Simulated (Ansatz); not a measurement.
`O=C=[N][AlH][F]`, 6 atoms. Total charge 0; spin multiplicity 1. Hardware: A = 2 threads of an AMD EPYC 7R13 on a shared host; B = 2 threads of an AMD EPYC 7R13 on a shared host and a share of an NVIDIA H100 80 GB. Correlated methods freeze the cores. Open-shell runs search over several starts.

**Question.** Give the basis size and wall time and peak host memory of each of these runs in Ansatz. UKS ωB97M-V/def2-TZVPP energy of the cation [A]; RKS PBE0-D4/def2-SVP energy [A]; direct RPA on PBE orbitals/def2-TZVPP energy [A]; RKS PBE0-D4/def2-TZVPP energy [A]; UHF-CCSD(T)/def2-TZVPP energy of the cation [B]; RHF-CCSD(T)/cc-pV(D+d)Z energy [A]; RHF-CCSD(T)/def2-SVP energy [A]; UKS PBE0-D4/def2-TZVPP energy of the cation [A]; UHF-CCSD(T)/def2-QZVPP energy of the cation [B]; RKS ωB97M-V/def2-TZVPP energy and forces [A]; RKS ωB97M-V/def2-SVP energy [A]; RKS SPW92 (LDA)/def2-TZVPP energy [A]. (An estimate is asked.)

**Answer.** Computed: Other jobs shared the machine, so times are rough.

| level | job | functions | wall time | peak host memory (GiB) |
| --- | --- | --- | --- | --- |
| RKS SPW92 (LDA)/def2-TZVPP | energy [A] | 180 | 1.4 s | 0.2 |
| RKS PBE0-D4/def2-SVP | energy [A] | 79 | 1.6 s | 0.16 |
| RHF-CCSD(T)/def2-SVP | energy [A] | 79 | 2.8 s | 0.26 |
| RKS PBE0-D4/def2-TZVPP | energy [A] | 180 | 2.9 s | 0.38 |
| RHF-CCSD(T)/cc-pV(D+d)Z | energy [A] | 84 | 4.1 s | 0.29 |
| direct RPA on PBE orbitals/def2-TZVPP | energy [A] | 180 | 4.1 s | 0.33 |
| RKS ωB97M-V/def2-SVP | energy [A] | 79 | 4.2 s | 0.23 |
| UHF-CCSD(T)/def2-TZVPP | energy of the cation [B] | 180 | 4.4 s | 0.85 |
| RKS ωB97M-V/def2-TZVPP | energy and forces [A] | 180 | 10 s | 0.48 |
| UKS PBE0-D4/def2-TZVPP | energy of the cation [A] | 180 | 14 s | 0.65 |
| UHF-CCSD(T)/def2-QZVPP | energy of the cation [B] | 328 | 25 s | 1.7 |
| UKS ωB97M-V/def2-TZVPP | energy of the cation [A] | 180 | 38 s | 0.86 |
